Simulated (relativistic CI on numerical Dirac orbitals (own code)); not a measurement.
Sensitivity of the levels of Ta51+ to α and to the nuclear radius

Calculated at this level of theory: Dirac-Coulomb-Breit CI, orbitals from a KLI potential per configuration, derivatives by finite differences, unscaled Slater integrals, QED left out (own radial code, finite nucleus).

Configuration list (outside the closed core [Ne] 3s2): 3p⁶3d⁴, 3p⁵3d⁵, 3p⁴3d⁶, 3p⁶3d³4p, 3p⁶3d²4s², 3p⁶3d²4s4p. Levels of other configurations are missing.

With x = (α/α₀)² − 1 an excitation energy changes as ω = ω₀ + qx; K = 2q/ω₀ is the relative enhancement. Terms are leading LS components, so labels can repeat. The field-shift factor is F = δν/δ⟨r²⟩ for the transition from the lowest level.

Lowest level 3p⁶3d⁴ ³P0.

```
     Level  ω₀ (cm⁻¹)   q (cm⁻¹)  F (GHz/fm²)
3p⁶3d⁴ ⁵D1     478980     555600         12.6
3p⁶3d⁴ ³F4     577566     542500         13.1
3p⁶3d⁴ ⁵D2     600682     576600         13.7
3p⁶3d⁴ ³F3     629650     568300         13.7
3p⁶3d⁴ ⁵D0    1029282  1.108e+06         25.6
3p⁶3d⁴ ⁵D2    1034866  1.084e+06         25.1
3p⁶3d⁴ ³H4    1052471  1.102e+06         25.7
3p⁶3d⁴ ⁵D3    1070159  1.105e+06         25.8
3p⁶3d⁴ ³H5    1100380  1.088e+06         25.8
3p⁶3d⁴ ¹I6    1123574  1.081e+06         25.9
3p⁶3d⁴ ³D1    1141284  1.119e+06         26.4
3p⁶3d⁴ ³F3    1169326   1.09e+06         26.1
3p⁶3d⁴ ³G4    1171598  1.098e+06         26.3
```

At this charge energies of transitions that change n are usually good to better than 1 %, and those within a shell (Δn = 0) to a few per cent.

(1) Which transition from the lowest level has the largest |K|?

## Answers

(1) 3p⁶3d⁴ ⁵D1 at 478980 cm⁻¹, K = 2.32.
